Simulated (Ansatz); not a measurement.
AuCl, charge +1, doublet, at a GFN2-xTB geometry (such geometries of metal compounds can be far from the true shape) (the multiplicity is a formal guess) (core potentials on Au), with bond 2-1 at 2.2 times its length; HF/def2-SV(P) (Ansatz, a quantum-chemistry and plane-wave program).

Input for Ansatz:
Ansatz 0.2 input:
```yaml
crystal:
  periodic: [false, false, false]
  atoms:
    - {symbol: Au, position_ang: [-0.00000000, -0.00000000, -0.39469027]}
    - {symbol: Cl, position_ang: [0.00000000, 0.00000000, 4.50875595]}
basis:
  gaussian:
    orbitals: def2-SV_P_.json
hamiltonian:
  xc: hf
total_charge: 1
magnetization: {spin_polarized: true, initial_magnetization: 1}
```
The basis file holds def2-SV(P) in the JSON format of the Basis Set Exchange.

What does Ansatz print? Leave out banner, timings and long lists.


```
Functional definition: HF
500 factors; integrals over basis functions are off by at most 2.9e-4 eV
mean field evaluation 1: about -16157.1573 eV, gradient 2.0e1 eV
mean field evaluation 2: about -16157.1595 eV, gradient 2.0e1 eV
mean field evaluation 4: about -16158.7776 eV, gradient 7.7e-1 eV
mean field evaluation 8: about -16158.7834 eV, gradient 4.3e-4 eV
mean field evaluation 16: about -16158.7243 eV, gradient 1.2e0 eV
mean field evaluation 32: about -16158.5777 eV, gradient 3.4e0 eV
mean field -16158.78343360 eV, -593.8243383681 hartree, gradient 8.8e-6 eV, S^2 0.755484; 3 other end points of the search recorded, 0 dependent functions left out
reference -16158.78343360 eV, -593.8243383681 hartree; 18, 17 occupied and 25, 26 virtual orbitals, 500 factors
Total energy: -16158.78343360 eV, -593.8243383681 hartree
```
